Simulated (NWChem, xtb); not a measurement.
**How methods differ on GaHCl2 (GaCl2H)**

The species is GaHCl2 (4 atoms), meant as a singlet with charge 0. As SMILES, `[H][Ga]([Cl])[Cl]`. The shape comes from GFN2-xTB, which is rough for such elements, and wasn't checked as a minimum.

Quantity: the dipole moment, in D. The values are calculated.

```csv
level,kind,program,value (D)
GFN2-xTB,semi-empirical,xtb,1.09
GFN0-xTB,semi-empirical,xtb,1.08
GFN1-xTB,semi-empirical,xtb,1.78
HF/STO-3G,Hartree–Fock,NWChem,2.11
HF/3-21G,Hartree–Fock,NWChem,2.36
B3LYP/6-31G* (spherical functions),global hybrid,NWChem,1.38
B3LYP/6-31G* (Cartesian functions),global hybrid,NWChem,1.38
B3LYP/aug-cc-pVDZ,global hybrid,NWChem,1.32
```

All-electron rows without a relativistic Hamiltonian named are non-relativistic. The values span 1.08 to 2.36 D. Magnitudes only. Sets without polarisation functions give poor dipoles.
